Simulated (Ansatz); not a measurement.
Geometry optimisation, RKS BLYP-D4/def2-SVP (Ansatz).

Input file:

```yaml
crystal:
  periodic: [false, false, false]
  atoms:
    - { symbol: F, position_ang: [-1.5713, 0.5481, 1.6352] }
    - { symbol: C, position_ang: [-0.3753, 0.1402, 2.0075] }
    - { symbol: Al, position_ang: [0.4136, -0.8932, 0.5057] }
    - { symbol: O, position_ang: [-0.3915, -1.0894, -1.0656] }
    - { symbol: Si, position_ang: [-0.0305, 0.2512, -2.0393] }
    - { symbol: H, position_ang: [0.2753, 1.0265, 2.25] }
    - { symbol: H, position_ang: [-0.4446, -0.5048, 2.9055] }
    - { symbol: H, position_ang: [1.9451, -1.5009, 0.6799] }
    - { symbol: H, position_ang: [-0.7246, 0.1897, -3.2716] }
    - { symbol: H, position_ang: [-0.4385, 1.5082, -1.3329] }
    - { symbol: H, position_ang: [1.4076, 0.2673, -2.2538] }
basis:
  gaussian: { orbitals: def2-SVP }
hamiltonian:
  xc: blyp
  dispersion: d4
relax:
  f_tol: 0.015
  max_steps: 40
```

Launched with:

```bash
$ ansatz run input.yaml --threads 2 --pin off --max-ram 3072MiB --backend cpu --events-out ev --progress --plain --runs-dir out
```

Task: Where does it end, and by what steps?

Result: It converged. After 32 steps the energy has fallen by 0.775 eV; O4 moved furthest, 1.41 Å. Parted: Al3–Si5.

| step | energy less start (eV) | largest force component (eV/Å) | accepted |
| --- | --- | --- | --- |
| 0 | 0.0000 | 3.556 | yes |
| 2 | -0.4999 | 0.641 | yes |
| 4 | -0.6640 | 0.271 | yes |
| 6 | -0.7396 | 0.032 | yes |
| 8 | -0.7457 | 0.174 | yes |
| 10 | -0.7512 | 0.142 | yes |
| 12 | -0.7533 | 0.045 | yes |
| 14 | -0.7542 | 0.034 | yes |
| 16 | -0.7546 | 0.018 | yes |
| 18 | -0.7550 | 0.024 | yes |
| 20 | -0.7545 | 0.156 | no |
| 22 | -0.7572 | 0.087 | yes |
| 24 | -0.7594 | 0.111 | yes |
| 26 | -0.7685 | 0.101 | yes |
| 28 | -0.7730 | 0.081 | yes |
| 30 | -0.7743 | 0.066 | yes |
| 32 | -0.7747 | 0.002 | yes |

```xyz
11
Properties=species:S:1:pos:R:3
F -1.353 0.685 1.028
C -0.495 -0.047 1.891
Al 0.924 -0.886 0.764
O 0.854 -0.457 -0.897
Si 0.004 0.457 -2.019
H -0.088 0.652 2.661
H -1.109 -0.788 2.456
H 2.062 -1.871 1.267
H -1.412 -0.025 -2.138
H 0.006 1.909 -1.638
H 0.673 0.313 -3.355
```

Whether the end is a true minimum wasn't checked by a vibrational analysis.

Run time: 52 s on 2 threads of Intel(R) Xeon(R) Platinum 8488C (Sapphire Rapids), on a shared host, peak memory 0.2 GiB.
